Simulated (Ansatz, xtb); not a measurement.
## Relative energy of two isomers of C5H5BrN2

We compare I, `Cc1nccnc1Br`, a singlet, with II, `Cc1cncc(Br)n1`, a singlet. Both are isolated molecules in the gas phase, relaxed with r2SCAN-D4/def2-SVP.

Question: Estimate E(II) − E(I) at the level CCSD(T)/def2-SVP + ΔMP2/def2-TZVPP.

Answer: CCSD(T)/def2-SVP + ΔMP2/def2-TZVPP gives E(II) − E(I) = +0.031 eV, slightly favouring structure I, which is too small a margin to settle the true order.

Level by level:

```
                             level            geometry  E(II) − E(I) (eV)  departure from the last row (eV)  job, with rough time for the two
                          GFN2-xTB            GFN2-xTB              +0.023                            −0.008              optimisation, 0.15 s
                         HF/STO-3G            GFN2-xTB              −0.017                            −0.048                 single point, 1 s
      r2SCAN-D4/def2-SVP//GFN2-xTB            GFN2-xTB              +0.039                            +0.008               single point, 9.6 s
                r2SCAN-D4/def2-SVP  r2SCAN-D4/def2-SVP              +0.037                            +0.006                optimisation, 71 s
                       HF/def2-SVP  r2SCAN-D4/def2-SVP              −0.011                            −0.042           part of the CCSD(T) run
                      MP2/def2-SVP  r2SCAN-D4/def2-SVP              +0.034                            +0.003           part of the CCSD(T) run
                  CCSD(T)/def2-SVP  r2SCAN-D4/def2-SVP              +0.026                            −0.004                      single point
CCSD(T)/def2-SVP + ΔMP2/def2-TZVPP  r2SCAN-D4/def2-SVP              +0.031                                               single point, 4.8 min
```

As drawn, both hold the same kinds of bond in the same numbers.

The largest departure from CCSD(T)/def2-SVP + ΔMP2/def2-TZVPP is that of HF/STO-3G, 0.048 eV. The last row adds to CCSD(T) the change of the MP2 difference between the two basis sets, here +0.004 eV.

With thermal terms from frequencies at re-optimised GFN2-xTB minima (ideal gas, soft modes damped towards free rotors, one conformer each, 298.15 K, 1 atm): on the last row, ΔE + ΔZPE = +0.026, ΔH = +0.031, ΔG = +0.011 eV.

The correlated steps freeze 16 core orbitals; the filled d shell of Br is correlated, in a basis made for valence electrons. Programs: Ansatz 0.2.0, xtb 6.7.1; the last row on 2 threads of Arm Neoverse V1 on a shared host.
